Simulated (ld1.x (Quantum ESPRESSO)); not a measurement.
**What one change does to a pseudopotential (Ti (Z = 22), TM)**

* Element: titanium
* Generator: ld1.x (Quantum ESPRESSO) 7.5
* Type: norm-conserving Troullier–Martins (Kleinman–Bylander form)
* Functional: PBE
* Relativity: fully relativistic
* Frozen core: [Ne] 3s2
* Valence charge: 10
* Reference configuration: 3p6 3d2 4s2 4p0
* Partial waves: 4s (bound): rc 2.05 bohr; 3p (bound): rc 1.15 bohr; 3d (bound): rc 2.30 bohr
* Local potential: all-electron potential smoothed inside 0.90 bohr (lloc = -1)
* Core correction: none

Open shells are filled in proportion to 2j + 1 (rel_dist='average').

All-electron outer shells of the reference configuration (PBE, scalar-relativistic, ld1.x):

| shell | level (eV) | outermost node (bohr) | outermost maximum (bohr) |
| --- | --- | --- | --- |
| 2p | -444.26 | – | 0.22 |
| 3s | -62.63 | 0.40 | 0.87 |
| 3p | -38.86 | 0.37 | 0.90 |
| 4s | -4.47 | 1.24 | 2.92 |
| 3d | -4.26 | – | 0.98 |
| 4p | -1.47 | 1.39 | 3.80 |

Change: wave 4s (bound): rc 2.05 bohr becomes 4s (bound): rc 1.54 bohr.

Cutoffs: the cutoffs (Ry, on a coarse ladder) from which the occupation-weighted sum of valence levels, in a spherical-Bessel basis at the reference potential, stays within 10 and 1 mRy of its value at 400 Ry; they do not see the model core or the augmentation charge, which bear on the density cutoff. Errors are all-electron minus pseudo energies relative to the spin-unpolarised reference configuration.

**Question.** How do hardness, ghosts and transferability respond?

**Answer.** The potential gets harder (80 Ry and 100 Ry → 110 Ry and 260 Ry); both files keep a bound ghost (s); the number of tests that count goes from 7 to 6; of the 6 tests that both files solve, the error grows in 5 and shrinks in 1 by more than 15 % and 0.3 meV (median size 15.7 → 92.0 meV); the range in which the s phases agree widens (upper end 0.1 → 2.8). A smaller radius makes the pseudo-wave follow the all-electron one further in, where it bends more sharply, so more plane waves are needed.

| quantity | base | changed |
| --- | --- | --- |
| cutoff, loose | 80 Ry | 110 Ry |
| cutoff, tight | 100 Ry | 260 Ry |
| loose cutoff by channel (10 mRy a level) | s 15 Ry, p 35 Ry, d 40 Ry | s 100 Ry, p 35 Ry, d 40 Ry |
| bound ghosts | s | s |
| tests counted (converged, no solver errors) | 7 of 7 | 6 of 7 |
| error for 3p6 3d2 4s1 4p0, meV [ΔE 7.35 eV] | +5.1 | +18 |
| error for 3p6 3d2 4s0 4p0, meV [ΔE 20.92 eV] | +22 | +230 |
| error for 3p6 3d1 4s0 4p0, meV [ΔE 47.87 eV] | +200 | +325 |
| error for 3p6 3d2 4s1.5 4p0, meV [ΔE 2.94 eV] | +1.1 | +2.6 |
| error for 3p6 3d1 4s2 4p1, meV [ΔE 4.67 eV] | +187 | +144 |
| error for 3p6 3d2 4s1 4p1, meV [ΔE 3.08 eV] | +9.4 | +40 |
| s: phases at 2.50 bohr within 0.05 rad from the reference energy up to (Ry; the scan ends near 5) | 0.1 | 2.8 |
| p1/2: phases at 2.50 bohr within 0.05 rad from the reference energy up to (Ry; the scan ends near 5) | to the end of the scan | to the end of the scan |
| p3/2: phases at 2.50 bohr within 0.05 rad from the reference energy up to (Ry; the scan ends near 5) | to the end of the scan | to the end of the scan |
| d3/2: phases at 2.50 bohr within 0.05 rad from the reference energy up to (Ry; the scan ends near 5) | 1.3 | 1.3 |
| d5/2: phases at 2.50 bohr within 0.05 rad from the reference energy up to (Ry; the scan ends near 5) | 1.3 | 1.3 |

Changed file: Tests not counted: 3p6 3d3 4s1 4p0 (solver errors, printed error -69.6 eV). A true bound ghost makes a file unfit for plane-wave use even where its test errors are small: the radial tests pick states by their node count and pass the ghost by. Where a test does run into it, the solver fails or the error is huge.
